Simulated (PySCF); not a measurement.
C$_{3}$H$_{6}$O, charge -1, doublet, geometry from GFN2-xTB (a state made from the parent by changing its charge; the spin is typed, not shown lowest); R2SCAN/STO-3G run with PySCF.

The PySCF input:
```python
from pyscf import gto, scf, dft

mol = gto.Mole()
mol.atom = '''
    C    -1.230008   -0.018156   -0.704021
    C    -0.022944    0.163945    0.205020
    C     1.288667    0.163128   -0.567117
    O    -0.059044   -0.270273    1.444134
    H    -1.225584   -0.978449   -1.264640
    H    -1.278779    0.780097   -1.459339
    H    -2.146882    0.008630   -0.114040
    H     2.123299    0.315979    0.118069
    H     1.481888   -0.783577   -1.117473
    H     1.304118    0.966003   -1.318943
'''
mol.basis = 'sto-3g'
mol.charge = -1
mol.spin = 1
mol.verbose = 4
mol.build()

mf = dft.UKS(mol)
mf.xc = 'r2scan'
mf.diis = False
mf.max_cycle = 100
mf.kernel()
```

Predict the main parts of the log of this PySCF run.


```
PySCF version 2.14.0

[INPUT] verbose = 4
[INPUT] num. atoms = 10
[INPUT] num. electrons = 33
[INPUT] charge = -1
[INPUT] spin (= nelec alpha-beta = 2S) = 1
[INPUT] symmetry False subgroup None
[INPUT] Mole.unit = angstrom
[INPUT] Symbol           X                Y                Z      unit          X                Y                Z       unit  Magmom
[...]
nuclear repulsion = 116.711100334701
number of shells = 18
number of NR pGTOs = 78
number of NR cGTOs = 26
basis = sto-3g
ecp = {}

******** <class 'pyscf.dft.uks.UKS'> ********
method = UKS
initial guess = minao
damping factor = 0
level_shift factor = 0
DIIS disabled
SCF conv_tol = 1e-09
SCF conv_tol_grad = None
SCF max_cycles = 100
direct_scf = True
direct_scf_tol = 1e-13
number electrons alpha = 17  beta = 16
XC library pyscf.dft.libxc version 7.1.2
    S. Lehtola, C. Steigemann, M. J. T. Oliveira, and M. A. L. Marques,  SoftwareX 7, 1–5 (2018)
XC functionals = r2scan
    J. W. Furness, A. D. Kaplan, J. Ning, J. P. Perdew, and J. Sun,  J. Phys. Chem. Lett. 11, 8208–8215 (2020)
    J. W. Furness, A. D. Kaplan, J. Ning, J. P. Perdew, and J. Sun,  J. Phys. Chem. Lett. 11, 9248–9248 (2020)
    J. W. Furness, A. D. Kaplan, J. Ning, J. P. Perdew, and J. Sun,  J. Phys. Chem. Lett. 11, 8208–8215 (2020)
    J. W. Furness, A. D. Kaplan, J. Ning, J. P. Perdew, and J. Sun,  J. Phys. Chem. Lett. 11, 9248–9248 (2020)
radial grids:
    Treutler-Ahlrichs [JCP 102, 346 (1995); DOI:10.1063/1.469408] (M4) radial grids

becke partition: Becke, JCP 88, 2547 (1988); DOI:10.1063/1.454033
pruning grids: <function nwchem_prune>
grids dens level: 3
symmetrized grids: False
atomic radii adjust function: <function treutler_atomic_radii_adjust>
small_rho_cutoff = 0
Set gradient conv threshold to 3.16228e-05
tot grids = 115288
init E= -190.649792554833

cycle= 1 E= -190.219547730369  delta_E= 0.43  |g|= 0.408  |ddm|=  2.8
cycle= 2 E= -189.589234037852  delta_E= 0.63  |g|= 1.18  |ddm|= 2.49
cycle= 3 E= -189.623585631968  delta_E= -0.0344  |g|= 0.874  |ddm|= 3.01
cycle= 4 E= -182.469100501196  delta_E= 7.15  |g|= 3.13  |ddm|= 6.32
cycle= 5 E= -186.696950682353  delta_E= -4.23  |g|=  1.7  |ddm|= 6.94
cycle= 6 E= -173.462372832799  delta_E= 13.2  |g|= 3.26  |ddm|= 8.73
cycle= 7 E= -181.248470968563  delta_E= -7.79  |g|= 2.18  |ddm|= 9.35
cycle= 8 E= -159.786830241248  delta_E= 21.5  |g|= 2.47  |ddm|=   11
cycle= 9 E= -177.232268552352  delta_E= -17.4  |g|= 1.98  |ddm|= 11.8
cycle= 10 E= -159.320999250771  delta_E= 17.9  |g|= 2.14  |ddm|= 12.1

cycle= 11 E= -175.154531646422  delta_E= -15.8  |g|=  1.7  |ddm|= 12.4
cycle= 12 E= -164.640177302593  delta_E= 10.5  |g|= 2.48  |ddm|= 12.2
cycle= 13 E= -171.705548308565  delta_E= -7.07  |g|= 1.84  |ddm|= 12.5
cycle= 14 E= -169.017215370746  delta_E= 2.69  |g|= 2.11  |ddm|= 12.1
cycle= 15 E= -170.840132857979  delta_E= -1.82  |g|= 1.99  |ddm|=   12
cycle= 16 E= -169.299285772585  delta_E= 1.54  |g|= 2.15  |ddm|= 11.9
cycle= 17 E= -170.670494335939  delta_E= -1.37  |g|= 2.01  |ddm|= 11.9
cycle= 18 E= -169.406766340139  delta_E= 1.26  |g|= 2.18  |ddm|= 11.9
cycle= 19 E= -170.62412791067  delta_E= -1.22  |g|= 2.02  |ddm|= 11.9
cycle= 20 E= -169.440356066943  delta_E= 1.18  |g|= 2.18  |ddm|= 11.9
cycle= 21 E= -170.603655063006  delta_E= -1.16  |g|= 2.03  |ddm|= 11.9
cycle= 22 E= -169.45221810932  delta_E= 1.15  |g|= 2.18  |ddm|= 11.9
cycle= 23 E= -170.590707815868  delta_E= -1.14  |g|= 2.03  |ddm|= 11.9
cycle= 24 E= -169.457839412388  delta_E= 1.13  |g|= 2.18  |ddm|= 11.9
cycle= 25 E= -170.579703118195  delta_E= -1.12  |g|= 2.03  |ddm|= 11.9
cycle= 26 E= -169.461689854764  delta_E= 1.12  |g|= 2.18  |ddm|= 11.9
cycle= 27 E= -170.568426942052  delta_E= -1.11  |g|= 2.03  |ddm|= 11.9
cycle= 28 E= -169.465163510212  delta_E=  1.1  |g|= 2.18  |ddm|= 11.9
cycle= 29 E= -170.555267503992  delta_E= -1.09  |g|= 2.03  |ddm|= 11.9
cycle= 30 E= -169.468849081106  delta_E= 1.09  |g|= 2.18  |ddm|= 11.9
cycle= 31 E= -170.53794887268  delta_E= -1.07  |g|= 2.03  |ddm|= 11.9
[...]
cycle= 47 E= -166.218215339376  delta_E= 0.0328  |g|= 1.37  |ddm|= 13.2
cycle= 48 E= -165.489138405041  delta_E= 0.729  |g|= 2.17  |ddm|= 13.3
cycle= 49 E= -166.276972793221  delta_E= -0.788  |g|= 1.35  |ddm|= 13.3
cycle= 50 E= -165.56261618962  delta_E= 0.714  |g|= 2.16  |ddm|= 13.3
cycle= 51 E= -166.282610053945  delta_E= -0.72  |g|= 1.35  |ddm|= 13.3
cycle= 52 E= -165.568572710035  delta_E= 0.714  |g|= 2.16  |ddm|= 13.3
cycle= 53 E= -166.283024703258  delta_E= -0.714  |g|= 1.35  |ddm|= 13.3
cycle= 54 E= -165.569002305597  delta_E= 0.714  |g|= 2.16  |ddm|= 13.3
cycle= 55 E= -166.283054314909  delta_E= -0.714  |g|= 1.35  |ddm|= 13.3
cycle= 56 E= -165.569032968121  delta_E= 0.714  |g|= 2.16  |ddm|= 13.3
cycle= 57 E= -166.283056424858  delta_E= -0.714  |g|= 1.35  |ddm|= 13.3
cycle= 58 E= -165.569035154385  delta_E= 0.714  |g|= 2.16  |ddm|= 13.3
cycle= 59 E= -166.283056575237  delta_E= -0.714  |g|= 1.35  |ddm|= 13.3
cycle= 60 E= -165.569035310256  delta_E= 0.714  |g|= 2.16  |ddm|= 13.3
cycle= 61 E= -166.283056585956  delta_E= -0.714  |g|= 1.35  |ddm|= 13.3
cycle= 62 E= -165.56903532137  delta_E= 0.714  |g|= 2.16  |ddm|= 13.3
cycle= 63 E= -166.283056586721  delta_E= -0.714  |g|= 1.35  |ddm|= 13.3
cycle= 64 E= -165.569035322161  delta_E= 0.714  |g|= 2.16  |ddm|= 13.3
cycle= 65 E= -166.283056586775  delta_E= -0.714  |g|= 1.35  |ddm|= 13.3
cycle= 66 E= -165.569035322218  delta_E= 0.714  |g|= 2.16  |ddm|= 13.3
cycle= 67 E= -166.283056586779  delta_E= -0.714  |g|= 1.35  |ddm|= 13.3
cycle= 68 E= -165.569035322223  delta_E= 0.714  |g|= 2.16  |ddm|= 13.3
cycle= 69 E= -166.28305658678  delta_E= -0.714  |g|= 1.35  |ddm|= 13.3
cycle= 70 E= -165.569035322223  delta_E= 0.714  |g|= 2.16  |ddm|= 13.3
cycle= 71 E= -166.28305658678  delta_E= -0.714  |g|= 1.35  |ddm|= 13.3
cycle= 72 E= -165.569035322223  delta_E= 0.714  |g|= 2.16  |ddm|= 13.3
cycle= 73 E= -166.28305658678  delta_E= -0.714  |g|= 1.35  |ddm|= 13.3
cycle= 74 E= -165.569035322223  delta_E= 0.714  |g|= 2.16  |ddm|= 13.3
cycle= 75 E= -166.28305658678  delta_E= -0.714  |g|= 1.35  |ddm|= 13.3
cycle= 76 E= -165.569035322223  delta_E= 0.714  |g|= 2.16  |ddm|= 13.3
cycle= 77 E= -166.28305658678  delta_E= -0.714  |g|= 1.35  |ddm|= 13.3
cycle= 78 E= -165.569035322223  delta_E= 0.714  |g|= 2.16  |ddm|= 13.3
cycle= 79 E= -166.28305658678  delta_E= -0.714  |g|= 1.35  |ddm|= 13.3
cycle= 80 E= -165.569035322223  delta_E= 0.714  |g|= 2.16  |ddm|= 13.3
cycle= 81 E= -166.28305658678  delta_E= -0.714  |g|= 1.35  |ddm|= 13.3
cycle= 82 E= -165.569035322223  delta_E= 0.714  |g|= 2.16  |ddm|= 13.3
cycle= 83 E= -166.28305658678  delta_E= -0.714  |g|= 1.35  |ddm|= 13.3
cycle= 84 E= -165.569035322222  delta_E= 0.714  |g|= 2.16  |ddm|= 13.3
cycle= 85 E= -166.283056586779  delta_E= -0.714  |g|= 1.35  |ddm|= 13.3
cycle= 86 E= -165.569035322223  delta_E= 0.714  |g|= 2.16  |ddm|= 13.3
cycle= 87 E= -166.28305658678  delta_E= -0.714  |g|= 1.35  |ddm|= 13.3
cycle= 88 E= -165.569035322223  delta_E= 0.714  |g|= 2.16  |ddm|= 13.3
cycle= 89 E= -166.28305658678  delta_E= -0.714  |g|= 1.35  |ddm|= 13.3
cycle= 90 E= -165.569035322223  delta_E= 0.714  |g|= 2.16  |ddm|= 13.3
cycle= 91 E= -166.28305658678  delta_E= -0.714  |g|= 1.35  |ddm|= 13.3
cycle= 92 E= -165.569035322222  delta_E= 0.714  |g|= 2.16  |ddm|= 13.3
cycle= 93 E= -166.28305658678  delta_E= -0.714  |g|= 1.35  |ddm|= 13.3
cycle= 94 E= -165.569035322223  delta_E= 0.714  |g|= 2.16  |ddm|= 13.3
cycle= 95 E= -166.28305658678  delta_E= -0.714  |g|= 1.35  |ddm|= 13.3
cycle= 96 E= -165.569035322223  delta_E= 0.714  |g|= 2.16  |ddm|= 13.3
cycle= 97 E= -166.28305658678  delta_E= -0.714  |g|= 1.35  |ddm|= 13.3
cycle= 98 E= -165.569035322223  delta_E= 0.714  |g|= 2.16  |ddm|= 13.3
cycle= 99 E= -166.28305658678  delta_E= -0.714  |g|= 1.35  |ddm|= 13.3
cycle= 100 E= -165.569035322223  delta_E= 0.714  |g|= 2.16  |ddm|= 13.3
SCF not converged.
SCF energy = -165.569035322223 after 100 cycles  <S^2> = 0.75170181  2S+1 = 2.0017011
```

Convergence was not reached.
